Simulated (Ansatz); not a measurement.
Harmonic frequencies (cm⁻¹) at PBE0-D4/def2-TZVP from Ansatz: 34, 63, 116, 142, 220, 225, 354, 423, 502, 541, 569, 627, 740, 771, 872, 913, 1017, 1102, 1176, 1208, 1264, 1295, 1360, 1408, 1441, 1843, 1888, 2930, 3065, 3117.

Each molecule was computed in one conformer, which needn't be the lowest.

Which molecule is it?
A. `O=C(/C=C/O)C(F)(F)F`
B. `CC(=O)/C=C\O`
C. `C/N=C/NC`
D. `O=CCC(=O)C(F)(F)F`

D.
